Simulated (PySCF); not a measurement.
B3H5N3, SMILES [B]1NBNBN1 (connectivity only; charge and spin as stated), charge +1, multiplicity 1.

Geometry: B3LYP-D3(BJ)/def2-SVP. The spin state was assumed, not searched. The isomer is the one that the SMILES or the coordinates give; other isomers of the formula were not compared.

Two levels are set side by side: PBE/def2-TZVP (PySCF) and r2SCAN/def2-TZVP (PySCF). Same geometry, gas phase. Differences are taken from unrounded values.

```json
[
 {"quantity": "orbital gap (eV)", "r2SCAN": "5.00"},
 {"quantity": "highest occupied level (eV)", "r2SCAN": "-12.99"},
 {"quantity": "lowest empty level (eV)", "r2SCAN": "-8.00"},
 {"quantity": "mean polarisability (bohr³)", "r2SCAN": "52.1"}
]
```

What does PBE give, and how far is it from r2SCAN? (An estimate is asked for; the answer gives what the named calculation found.)


| quantity | PBE | PBE minus r2SCAN |
|---|---|---|
| orbital gap (eV) | 4.35 | -0.65 |
| highest occupied level (eV) | -12.76 | 0.23 |
| lowest empty level (eV) | -8.42 | -0.42 |
| mean polarisability (bohr³) | 53.6 | 1.6 |

Rough cost on one machine, each run with all the roots and properties that it gave: r2SCAN against PBE about 4 times.
